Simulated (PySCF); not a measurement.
Lowest singlet excitation (eV) of eight silicon and germanium compounds: TDDFT-PBE beside TDDFT-M06-2X, computed with PySCF for isolated molecules in the bases named; differences from unrounded values. The eight are the first of their class met in an unordered collection, after screening for sound electronic states; none was chosen by its value. Each molecule has one DFT geometry for both levels.

```json
[
 {"molecule": "C3H6OSi2, SMILES C1=C[Si@@H]([SiH2]1)C=O", "basis": "def2-SVPD", "TDDFT-M06-2X": "2.85", "TDDFT-PBE": "…", "difference": "…"},
 {"molecule": "Ge(H)2(Me)(vinyl) (C₃H₈Ge), SMILES C=[CH][GeH2][CH3]", "basis": "def2-SVPD", "TDDFT-M06-2X": "6.44", "TDDFT-PBE": "6.15", "difference": "-0.29"},
 {"molecule": "CH₃FO₃Si, SMILES O=CO[Si@@H](O)F", "basis": "def2-SVPD", "TDDFT-M06-2X": "5.62", "TDDFT-PBE": "5.52", "difference": "-0.09"},
 {"molecule": "ClGeH5OSi, SMILES Cl[SiH2][O][GeH3]", "basis": "def2-SVPD", "TDDFT-M06-2X": "7.28", "TDDFT-PBE": "6.03", "difference": "-1.25"},
 {"molecule": "H₇NSSi₂, SMILES S([SiH2]N)[SiH3]", "basis": "def2-SVPD", "TDDFT-M06-2X": "5.94", "TDDFT-PBE": "…", "difference": "…"},
 {"molecule": "FH7OSi3, SMILES [Si@@H](O)([SiH2][SiH3])F", "basis": "def2-SVPD", "TDDFT-M06-2X": "6.46", "TDDFT-PBE": "5.84", "difference": "-0.62"},
 {"molecule": "C₂H₅FN₂Si, SMILES N[Si@@H]1C=N[C@@H]1F", "basis": "def2-SVPD", "TDDFT-M06-2X": "3.86", "TDDFT-PBE": "…", "difference": "…"},
 {"molecule": "Si(Me)(OH)2(SH) (CH6O2SSi), SMILES C[Si](O)(O)S", "basis": "def2-SVPD", "TDDFT-M06-2X": "6.04", "TDDFT-PBE": "5.41", "difference": "-0.63"}
]
```

Q: Fill in the missing entries. (The exact figures need the calculation; the answer reports its results.)

A: 
- C₂H₅FN₂Si, SMILES N[Si@@H]1C=N[C@@H]1F, TDDFT-PBE: 3.73
- C₂H₅FN₂Si, SMILES N[Si@@H]1C=N[C@@H]1F, difference: -0.12
- H₇NSSi₂, SMILES S([SiH2]N)[SiH3], TDDFT-PBE: 5.10
- H₇NSSi₂, SMILES S([SiH2]N)[SiH3], difference: -0.84
- C3H6OSi2, SMILES C1=C[Si@@H]([SiH2]1)C=O, TDDFT-PBE: 2.91
- C3H6OSi2, SMILES C1=C[Si@@H]([SiH2]1)C=O, difference: 0.06

TDDFT-PBE lies below TDDFT-M06-2X in 7 and above it in 1 of the eight; the mean signed difference is -0.47 and the largest -1.25 eV.
